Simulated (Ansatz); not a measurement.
Consider the formal exchange of groups at the Al–C bond: `C[CH2][AlH][CH2]N` + SiH₄ → `C[CH2][AlH][SiH3]` + CH₃NH₂.

Calculated with Ansatz (gas phase, PBE0-D4/def2-TZVP geometries, no zero-point term in ΔE). CBS: MP2 limit from def2 TZ/QZ plus the TZ coupled-cluster correction, frozen cores. This one scheme is used for every species. DFT in def2-TZVPP. B3LYP here is the variant with VWN-RPA as its local correlation; programs differ in this. Each species was taken in one conformer, which may not be the lowest.

| level | ΔE (kJ/mol) | difference from CCSD(T)/CBS |
| --- | --- | --- |
| PBE-D4 | -32.1 | -9.3 |
| ωB97X-V | -22.4 | 0.4 |
| ωB97M-V | -15.2 | 7.6 |
| B2PLYP | -20.8 | 2.0 |
| r2SCAN | -26.7 | -3.9 |
| B3LYP | -23.9 | -1.1 |
| HF/def2-TZVPP | -24.4 | -1.6 |
| MP2/def2-TZVPP | -16.2 | 6.6 |
| SCS-MP2/def2-TZVPP | -17.1 | 5.7 |
| CCSD/def2-TZVPP | -23.7 | -0.9 |
| CCSD(T)/def2-TZVPP | -23.2 | -0.4 |
| HF/def2-QZVPP | -23.8 | -1.0 |
| MP2/def2-QZVPP | -15.8 | 7.0 |
| SCS-MP2/def2-QZVPP | -16.8 | 6.0 |
| HF/CBS(def2) | -23.7 | -0.9 |
| MP2/CBS(def2) | -15.8 | 7.0 |
| CCSD(T)/CBS | -22.8 | 0 |

Largest T1 diagnostic among the species: 0.011.
